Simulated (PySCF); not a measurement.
These 4 structures share the formula C4H11BO2. Theory: PBE0-D3(BJ)/def2-SVP geometry optimisation, gas phase in PySCF. Energies are electronic, without zero-point or thermal terms, for one conformer each. No frequencies were run at this level. Point groups hold within 0.08 Å.

Question: Order them by energy at this level, lowest first, and give relative energies in kJ/mol.
A. `[CH3:1][B:2]([OH:3])[O:4][CH:5]([CH3:6])[CH3:7]` with C1–B2–O3–H 1°, C1–B2–O4–C5 -179°, B2–O4–C5–C6 152°
B. `[CH3:1][CH2:2][CH2:3][O:4][BH:5][O:6][CH3:7]` with C1–C2–C3–O4 -174°, C2–C3–O4–B5 -98°, C3–O4–B5–O6 177°, O4–B5–O6–C7 -1°
C. `[CH3:1][O:2][BH:3][CH2:4][CH2:5][O:6][CH3:7]` with C1–O2–B3–C4 179°, O2–B3–C4–C5 -1°, B3–C4–C5–O6 -179°, C4–C5–O6–C7 180°
D. `[OH:1][BH2-:2][O+:3]1[CH2:4][CH2:5][CH2:6][CH2:7]1` with H–O1–B2–O3 97°, O1–B2–O3–C4 60°, B2–O3–C4–C5 -145°, O3–C4–C5–C6 -16°, C4–C5–C6–C7 33°, C5–C6–C7–O3 -39°

Answer: A (0.0), B (107.7), D (265.3), C (279.5).

As drawn, the lowest has an O–H bond, which the highest lacks.

```
           SMILES      E (Eh)  E rel (kJ/mol)  dipole (D)  point group       A, B, C (MHz)
      CB(O)OC(C)C  -333.84335             0.0        1.32           C1    4453, 1572, 1367
          CCCOBOC  -333.80232           107.7        1.68           C1  8909, 973.7, 950.6
O[BH2-][O+]1CCCC1  -333.74230           265.3        5.03           C1    5029, 1809, 1619
          COBCCOC  -333.73690           279.5        2.13      near Cs  7674, 969.1, 879.4
```

Q: How do the relative energies change in single points at PBE0/pcSseg-1 (no added dispersion term) on the same geometries?

A: 
```tsv
SMILES	PBE0-D3(BJ)/def2-SVP (kJ/mol)	PBE0/pcSseg-1 (kJ/mol)	shift
CB(O)OC(C)C	0.0	0.0	0.0
CCCOBOC	107.7	107.0	-0.7
O[BH2-][O+]1CCCC1	265.3	272.6	+7.3
COBCCOC	279.5	275.2	-4.3
```

Each column counts from its own lowest isomer. The order is unchanged; the largest shift is 7.3 kJ/mol.
